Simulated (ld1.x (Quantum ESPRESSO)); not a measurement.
**Which change was made? (Tl, TM)**

Tl (Z = 81), norm-conserving Troullier–Martins (Kleinman–Bylander form), made with ld1.x (Quantum ESPRESSO) 7.5 (PBE, scalar-relativistic). Core [Xe] 4f14 5d10, reference 6s2 6p0.75 (charge +0.25). Waves: 6s (bound): rc 1.85 bohr; 6p (bound): rc 2.90 bohr. Local part: the p channel. Core correction: none.

Cutoffs, loose and tight: the cutoffs (Ry, on a coarse ladder) from which the occupation-weighted sum of valence levels, in a spherical-Bessel basis at the reference potential, stays within 10 and 1 mRy of its value at 400 Ry. They do not see the model core or the augmentation charge, which bear on the density cutoff. Test errors are all-electron minus pseudo excitation energies from the reference, over the configurations 6s2 6p1; 6s2 6p0; 6s1 6p0; 6s2 6p0.5; 6s2 6p1.3; 6s1 6p1; 6s1 6p2; variants that change the core or the reference have their own tests.

The base gives: outcome: generated; cutoff, loose: 21 Ry; cutoff, tight: 45 Ry; bound ghosts: none; largest test error (meV): +106.

After one change the result is: outcome: generated; cutoff, loose: 21 Ry; cutoff, tight: 45 Ry; bound ghosts: none; largest test error (meV): -356. Which change was it?
A. all radii scaled by about 0.82 (s 1.52, p 2.38 bohr)
B. reference 6s2 6p1
C. core correction a·sin(br)/r model core inside 1.36 bohr

C. The others give: all radii scaled by about 0.82 (s 1.52, p 2.38 bohr) → outcome: generated; cutoff, loose: 35 Ry; cutoff, tight: 140 Ry; bound ghosts: none; largest test error (meV): +101 | reference 6s2 6p1 → outcome: generated; cutoff, loose: 21 Ry; cutoff, tight: 45 Ry; bound ghosts: none; largest test error (meV): +184.
